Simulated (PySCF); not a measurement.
Computed with TPSSh-D3(BJ)/def2-TZVP // r2SCAN-D4/def2-SVP (PySCF). Isolated molecules, 0 K electronic values unless said otherwise. One relaxed conformer stands for a flexible species; it need not be the lowest. 

Reference species: [Zr(F)4] (neutral, multiplicity 1).

```json
{
  "HOMO": "-11.07 eV",
  "charge on the central atom (Mulliken)": "1.81 e",
  "mean_distance_from_the_central_atom_to_its_bonded_neighbours": "1.901 Å",
  "coordination_number": "4"
}
```

Changed species: [Zr(F)3(OH)] (1 of 4 F replaced by OH; the reference has 0 of 4 F replaced by OH).

Predict the effect on the HOMO, charge on the central atom (Mulliken), mean distance from the central atom to its bonded neighbours and coordination number.

the HOMO rises by 1.80 eV, to -9.27 eV; the charge on the central atom (Mulliken) is nearly the same; the mean distance from the central atom to its bonded neighbours rises by 0.008 Å, to 1.909 Å; the coordination number is nearly the same.
